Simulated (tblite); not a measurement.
C2H9NSi.
Structure used (GFN2-xTB), in Å, numbered top down from 1:
```
atom  x, y, z in Å
N1    -1.270    0.841   -0.316
C2    -1.025   -0.583   -0.150
C3     0.413   -0.857   -0.557
Si4    1.508    0.542    0.132
H5    -1.239    1.084   -1.300
H6    -2.183    1.102    0.041
H7    -1.731   -1.217   -0.715
H8    -1.151   -0.812    0.912
H9     0.489   -0.888   -1.645
H10    0.723   -1.835   -0.192
H11    1.143    0.823    1.518
H12    2.899    0.061    0.094
H13    1.419    1.740   -0.700
```

Level: GFN2-xTB in tblite, geometry and Hessian alike; calculated harmonic values, unscaled, isolated species. Against measured fundamentals such values can be off by several per cent, at times by over 20. Modes of hydrogen on silicon can be 10 to 20 % off. One conformer, not necessarily the lowest.

Harmonic wavenumbers (cm⁻¹): 89.1, 180.2, 205.6, 325.6, 434.1, 529.9, 571.2, 712.7, 761.6, 786.2, 796.8, 812.2, 908.0, 975.3, 1014.6, 1050.2, 1136.0, 1211.1, 1253.5, 1296.3, 1359.3, 1489.3, 1503.8, 1561.8, 2186.3, 2270.5, 2276.9, 2810.9, 2960.5, 2976.7, 3001.5, 3386.4, 3416.1.

A = 9767, B = 3791, C = 3055 MHz; mass 75.050 u (most abundant isotopes); point group C1, symmetry number 1.

Question: Zero-point energy?

Answer: ½Σν̃ = 23125 cm⁻¹ = 276.63 kJ/mol.

Question: What is S at 200 K and 1 bar for an ideal gas of classical rigid rotors and harmonic oscillators?

Answer: Translation 154.41, rotation 101.53, vibration 32.11: S = 288.0 J/(mol K).

Question: And Cp and H(200 K) − H(0)?

Answer: Cp = 76.90 J/(mol K), of which vibrations give 43.64 (their classical limit is 33 R = 274.4); H(200 K) − H(0) = 10.52 kJ/mol without the zero-point energy, 3.87 from vibrations.

Question: Which modes carry the vibrational entropy at 200 K?

Answer: 89.1 cm⁻¹: 12.15; 180.2 cm⁻¹: 6.72; 205.6 cm⁻¹: 5.78; 325.6 cm⁻¹: 2.91; 434.1 cm⁻¹: 1.57; 529.9 cm⁻¹: 0.90 J/(mol K); the other 27 give 2.08 together.

Question: Blend soft modes into free rotors: weight 1/[1 + (100 cm⁻¹/ν̃)⁴] for the oscillator and the rest for a rotor with moment μB/(μ + B), μ = h/(8π²ν), B = 10⁻⁴⁴ kg m². What vibrational entropy results?

Answer: 31.47 J/(mol K) in place of 32.11, which changes −T·S at 200 K by +0.13 kJ/mol.

Question: What must be added to the electronic energy to get the Gibbs energy at 200 K and 1 bar?

Answer: ZPE + [H(200 K) − H(0)] − T·S = 276.63 + 10.52 − 57.61 = 229.54 kJ/mol.

Question: How do the functions run with temperature in this model?

Answer: 
```
 T (K)  S (J/(mol K))  Cp (J/(mol K))  H − H(0) (kJ/mol)  G − H(0) (kJ/mol)  ln q(vib)
    50          212.7            40.3               1.77              -8.87       0.09
   100          244.5            52.4               4.10             -20.35       0.47
298.15          323.9           105.0              19.43             -77.15       2.74
373.15          349.8           125.8              28.10            -102.42       3.73
   500          390.9           156.0              46.04            -149.43       5.50
   750          462.9           199.0              90.79            -256.40       9.05
  1000          524.4           227.9             144.38            -380.02      12.49
```

q(vib) and H(0) count from the zero-point level.

Hindered rotation and anharmonicity are outside this model. Other conformers, if any are populated, would add a mixing term that is left out. The structure is chiral; the term R ln 2 for an equal mix with its mirror image is left out.
